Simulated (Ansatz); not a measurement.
Species: SiN2H5Cl, charge 0, singlet. SiN2H5Cl (SMILES N[SiH](N)Cl).
B3LYP-D3(BJ)/def2-TZVP minimum from Ansatz (a first-principles code):
```
Si
N 1 1.7009
H 2 1.0079 1 120.50
H 2 1.0085 3 111.89 1 151.30
N 1 1.7019 2 107.99 3 -160.58
H 5 1.0061 1 121.65 2 -152.92
H 5 1.0070 6 112.99 1 157.79
H 1 1.4751 2 105.80 3 -32.52
Cl 1 2.0860 8 104.44 2 -123.55
```

Quantity: atomisation energy (electronic, to ground-state atoms), in kJ/mol. Radicals and triplets start from unrestricted determinants; spin-orbit coupling is neglected. CBS(X,Y): correlation extrapolated as X^-3, Hartree-Fock from the larger set. A bracket is a step between two methods taken in the basis named. The functionals are non-relativistic, so their misses hold any scalar relativity. 'core' is core correlation in cc-pwCVTZ (1s frozen past Ne), 'X2C' scalar relativity in cc-pVTZ-DK, both at CCSD(T). For partners of very few electrons the exact lower level stands in for a higher one.

CCSD(T)/CBS(cc-pV(T+d)Z,cc-pV(Q+d)Z) + [CCSDT(Q) - CCSD(T)]/cc-pV(D+d)Z + core + X2C (Ansatz) gives 3101.3 kJ/mol.

What does PBE/def2-TZVPD (Ansatz) give here, and how do the other levels compare?

PBE gives 3104.5 kJ/mol, 3.2 kJ/mol above it. Differences of the others: r2SCAN/def2-TZVPD (Ansatz) -37.6; B3LYP/def2-TZVPD (Ansatz) -42.3; wB97M-V/def2-TZVPD (Ansatz) 4.3; CCSD(T)/CBS(cc-pV(T+d)Z,cc-pV(Q+d)Z) + core + X2C (Ansatz) -2.8 kJ/mol. Nearer than PBE: CCSD(T)/CBS(cc-pV(T+d)Z,cc-pV(Q+d)Z) + core + X2C.
